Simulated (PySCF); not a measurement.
Lowest empty level (eV) of eight silicon and germanium compounds: PBE beside M06-2X, computed with PySCF for isolated molecules in the bases named; differences from unrounded values. The eight are the first of their class met in an unordered collection, after screening for sound electronic states; none was chosen by its value. Each molecule has one DFT geometry for both levels.

| molecule | basis | M06-2X | PBE | difference |
|---|---|---|---|---|
| silylarsine (AsH₅Si), SMILES [SiH3][AsH2] | def2-TZVPD | 0.28 | [?] | [?] |
| C2H9NOSi, SMILES N[Si@H](CC)O | def2-TZVP | 1.45 | 0.03 | -1.42 |
| methyl(silylsulfanyl)silane (CH₈SSi₂), SMILES C[SiH2]S[SiH3] | def2-TZVP | 0.77 | [?] | [?] |
| GeF₂ClBr, SMILES [F][Ge]([F])([Cl])[Br] | def2-TZVP | -1.11 | -3.33 | -2.22 |
| C2H6ClFSi2, SMILES F[SiH2]/C=C(/[SiH3])Cl | def2-TZVP | -0.60 | -2.40 | -1.80 |
| CH5FO2Si2, SMILES O=C(O)[Si@@H](F)[SiH3] | def2-TZVP | -0.14 | [?] | [?] |
| Cl3GeH3Si, SMILES [SiH3][Ge]([Cl])([Cl])[Cl] | def2-TZVP | -0.63 | -2.67 | -2.04 |
| FH₆NSi₂, SMILES F[SiH2][SiH2]N | def2-TZVP | 0.10 | -1.55 | -1.65 |

### Question
What belongs in the gaps? (An estimate is asked for; the answer gives what the named calculation found.)

### Answer

- silylarsine (AsH₅Si), SMILES [SiH3][AsH2], PBE: -0.84
- silylarsine (AsH₅Si), SMILES [SiH3][AsH2], difference: -1.12
- CH5FO2Si2, SMILES O=C(O)[Si@@H](F)[SiH3], PBE: -2.13
- CH5FO2Si2, SMILES O=C(O)[Si@@H](F)[SiH3], difference: -1.99
- methyl(silylsulfanyl)silane (CH₈SSi₂), SMILES C[SiH2]S[SiH3], PBE: -0.87
- methyl(silylsulfanyl)silane (CH₈SSi₂), SMILES C[SiH2]S[SiH3], difference: -1.64

PBE lies below M06-2X in 8 and above it in 0 of the eight; the mean signed difference is -1.74 and the largest -2.22 eV.
